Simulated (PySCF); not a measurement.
Identify the unknown among the candidates.

All candidates are C6H8O2S.

* 13C NMR: chemical shifts (computed TMS as zero) by class: 160.7 (1 C), 130.9 (1 C), 128.6 (1 C), 117.6 (1 C), 63.7 (1 C), 58.5 (1 C) ppm [GIAO PBE0/pcSseg-1]
* Dipole: 3.43 D [PBE0/pcSseg-1]
* Rotational structure: rotational constants A, B, C: 1.758, 1.382, 0.799 GHz [GFN2-xTB]
* NMR, other nuclei: isotropic shieldings of nuclei other than C and H, by class: 253 (1 O), 306 (1 O), 307 (1 S) ppm [GIAO PBE0/pcSseg-1]
* 1H NMR: chemical shifts (computed TMS as zero) by class: 6.92 (1 H), 6.75 (1 H), 5.00 (2 H), 4.06 (3 H), 2.78 (1 H) ppm [GIAO PBE0/pcSseg-1]

Gas-phase values; electronic properties from PySCF, density fitting. Levels stand in brackets. One conformer (not necessarily the lowest) at the GFN2-xTB geometry, without solvent, vibrations or thermal averaging. NMR values are class means; diastereotopic atoms form classes of their own.

Question: Which candidate is it?
A. `C[C@@]1(OC=O)CCC1=S`
B. `O=COC/C=C1\CCS1`
C. `COc1ccsc1CO`

Answer: C. It is `COc1ccsc1CO`. Numbering: `[CH3:1][O:2][c:3]1[cH:4][cH:5][s:6][c:7]1[CH2:8][OH:9]`. Its formula, C6H8O2S, gives 3 degrees of unsaturation: 1 ring and 2 π bonds in the structure found (Kekulé form). 6 carbons fall into 6 classes; from least to most shielded: aromatic carbon bearing oxygen [C3] (160.7 ppm), substituted aromatic carbon [C7] (130.9 ppm), aromatic CH next to a ring sulfur [C5] (128.6 ppm), aromatic CH carbon [C4] (117.6 ppm), carbinol carbon (C–OH) [C8] (63.7 ppm), methoxy carbon [C1] (58.5 ppm). Hydrogen classes from least to most shielded: 1 H on an aromatic CH next to a ring sulfur, C5 (6.92 ppm), 1 H on an aromatic CH carbon, C4 (6.75 ppm), 2 H on a carbinol carbon (C–OH), C8 (5.00 ppm, a mean of values up to 0.9 ppm apart in this geometry), 3 H on a methoxy carbon, C1 (4.06 ppm), 1 H on an alcohol oxygen, O9 (2.78 ppm). The other shieldings belong to: 253 ppm, aryl ether oxygen [O2]; 306 ppm, alcohol oxygen [O9]; 307 ppm, thiophene-type sulfur [S6]. The optimised geometry has point group C1 and is an asymmetric top.

The others, at the same levels:
- `O=COC/C=C1\CCS1` fails: its computed 13C shifts are 165.6 (1 C), 155.6 (1 C), 119.9 (1 C), 62.5 (1 C), 34.2 (1 C), 26.6 (1 C) ppm, 1H shifts are 8.08 (1 H), 5.50 (1 H), 4.54 (2 H), 3.42 (2 H), 3.29 (2 H) ppm and rotational constant A is 4.327 GHz (against 1.758 GHz).
- `C[C@@]1(OC=O)CCC1=S` fails: its computed 13C shifts are 282.6 (1 C), 165.0 (1 C), 88.6 (1 C), 47.1 (1 C), 34.5 (1 C), 25.1 (1 C) ppm, 1H shifts are 8.01 (1 H), 3.30 (1 H), 3.15 (1 H), 3.06 (1 H), 3.02 (1 H), 1.71 (3 H) ppm and rotational constant A is 2.546 GHz (against 1.758 GHz).

Each candidate is one conformer, not necessarily the lowest. Dipoles, sizes and rotational constants follow the conformer. The torsions of the flexible species, by atom-mapped SMILES:
- `[CH3:1][O:2][c:3]1[cH:4][cH:5][s:6][c:7]1[CH2:8][OH:9]`: C1–O2–C3–C4 1°, S6–C7–C8–O9 -135°, H–O9–C8–C7 -51°
- `[O:1]=[CH:2][O:3][CH2:4]/[CH:5]=[C:6]1\[CH2:7][CH2:8][S:9]1`: O1–C2–O3–C4 0°, C2–O3–C4–C5 174°, O3–C4–C5–C6 -111°
- `[CH3:1][C@@:2]1([O:3][CH:4]=[O:5])[CH2:6][CH2:7][C:8]1=[S:9]`: C1–C2–O3–C4 71°, C2–O3–C4–O5 1°
